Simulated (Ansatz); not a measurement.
Total energies of `OB[TeH]`.

Cartesian coordinates in Å:
```
O 1.1388 0.8590 0.7513
B 0.1333 0.4552 -0.0497
Te -0.6680 -1.5609 -0.0312
H 1.4984 0.1996 1.3494
H -0.3373 1.2489 -0.8053
H -1.7652 -1.2018 -1.2145
```

The species carries charge 0 and has multiplicity 1. Correlated methods include outer-core shells of Te, which these sets cover unevenly. Te takes the def2 core potential. The structure was optimised at the PBE0-D4/def2-TZVP level. It is one conformer, not always the lowest. Basis def2-TZVPP, Ansatz 0.2.0.

RPA on PBE orbitals: Hartree–Fock energy of these orbitals -368.35699 Eh, correlation -1.15714 Eh (frozen core).

```json
{"functional": "BLYP", "energy without D4 (Eh)": "-369.91823", "D4 term (kJ/mol)": "-22.3"}
{"functional": "r2SCAN0", "energy without D4 (Eh)": "-370.00666", "D4 term (kJ/mol)": "-2.7"}
```

Task: Give the same for LDA (SPW92), PBE, revPBE, r2SCAN, B97M-V, PBE0, B3LYP, r2SCANh, HSE06 (plane-wave form), BHLYP, CAM-B3LYP, LC-ωPBE, ωB97X-V, ωB97M-V, B2PLYP, PBE-QIDH. (Best estimate.)

Result: Computed: 
```tsv
functional	energy without D4 (Eh)	D4 term (kJ/mol)
LDA (SPW92)	-368.77008	–
PBE	-369.86534	-10.0
revPBE	-370.01041	-29.0
r2SCAN	-370.04739	-2.2
B97M-V	-369.97359	–
PBE0	-369.89019	-8.4
B3LYP	-370.09511	-16.5
r2SCANh	-370.03078	-2.4
HSE06 (plane-wave form)	-369.88315	-7.9
BHLYP	-369.88961	-13.7
CAM-B3LYP	-369.95190	-8.6
LC-ωPBE	-369.96524	–
ωB97X-V	-369.94826	–
ωB97M-V	-369.92774	–
B2PLYP	-369.74578	–
PBE-QIDH	-369.71331	–
```

B3LYP takes the VWN-RPA correlation (the form of Gaussian; ORCA's B3LYP/G). HSE06 is the plane-wave form, built on full-range PBE exchange. The double hybrids freeze the cores in their second-order part.

LC-ωPBE has ω = 0.4 bohr⁻¹.
